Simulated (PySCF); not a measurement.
A species of formula C6H13P has this rotational fingerprint, computed with B3LYP/def2-SVPD in PySCF (dipole) on a GFN2-xTB geometry, gas phase:

```
Rotational constants : A = 2683, B = 1524, C = 1392 MHz
Dipole components    : |μa| = 2.47 D, |μb| = 0.54 D, |μc| = 1.18 D
Inertial defect      : -157.08 u·Å²
κ                    : -0.80
```

Problem. Which structure is it? (One computed conformer of each.)
A. `[CH3:1][CH:2]=[P:3]1([CH2:4][CH3:5])[CH2:6][CH2:7]1` with C2–P3–C4–C5 -64°
B. `[CH2:1]=[CH:2][CH2:3][P:4]([CH3:5])[CH2:6][CH3:7]` with C1–C2–C3–P4 112°, C2–C3–P4–C5 -72°, C3–P4–C6–C7 -80°
C. `[CH2:1]=[P@@:2]1([CH3:3])[CH2:4][CH2:5][C@H:6]1[CH3:7]` with C1–P2–C4–C5 94°, P2–C4–C5–C6 18°, C4–C5–C6–C7 -138°, C1–P2–C6–C5 -93°
D. `[CH2:1]=[CH:2][P:3]([CH3:4])([CH3:5])=[CH:6][CH3:7]` with C1–C2–P3–C4 142°
E. `[CH3:1][CH:2]([CH3:3])[CH2:4][P:5]1[CH2:6][CH2:7]1` with C1–C2–C4–P5 -172°, C2–C4–P5–C6 139°

Solution. D. It is C=CP(C)(C)=CC, an asymmetric top, point group C1. The candidates at the same level (rigid rotor, commonest isotopes):

```
              SMILES  A (MHz)  B (MHz)  C (MHz)  μa (D)  μb (D)  μc (D)  Δ (u·Å²)  point group                        rotor
          C=CCP(C)CC     3718     1217     1027    0.35    0.02    1.09    -59.38           C1               asymmetric top
       C=CP(C)(C)=CC     2683     1524     1392    2.47    0.54    1.18   -157.08           C1               asymmetric top
        CC=P1(CC)CC1     2539     1732     1239    2.78    0.35    1.01    -82.87            –               asymmetric top
         CC(C)CP1CC1     4388     1179     1069    0.30    1.12    0.09    -70.99           C1  near-prolate asymmetric top
C=[P@@]1(C)CC[C@H]1C     2625     1907     1730    0.48    1.86    2.57   -165.40           C1               asymmetric top
```

`C=[P@@]1(C)CC[C@H]1C` has B 25 % too high; `CC=P1(CC)CC1` has B 14 % too high; `CC(C)CP1CC1` has A 64 % too high; `C=CCP(C)CC` has A 39 % too high. No structure here is proved a minimum.
